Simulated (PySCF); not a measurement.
# Tb (terbium, neutral) across methods

[Xe] 4f9 5d2, one real determinant (an excited configuration). Computed with PySCF 2.14 in ANO-RCC-VTZP (8s7p5d3f2g1h, 104 functions), with scalar relativity by spin-free X2C-1e.

| method | E (hartree) | mean ε 4f α (eV) | mean ε 5d α (eV) | mean ε 4f β (eV) | Σ⟨r²⟩ (bohr²) | ⟨S²⟩ |
| --- | --- | --- | --- | --- | --- | --- |
| PBE0 | -11707.59 | -2.951 | -0.187 | 0.866 | 62.16 | 15.785 |
| UHF | -11703.49888 | -10.276 | -1.906 | -4.579 | 61.56 | 15.759 |
| PBE | -11707.74 | -0.926 | 0.356 | 2.237 | 63.76 | 15.844 |
| LDA | -11699.35 | -0.853 | 0.467 | 2.656 | 63.05 | 15.800 |

⟨L²⟩ = 36.12 against 72 for a pure L term, so this real determinant mixes terms. Spin-orbit coupling, absent here, splits the open shell strongly.

The highest occupied level is positive at PBE0, PBE, LDA: only the finite basis holds that electron, which in a density functional comes from self-interaction.
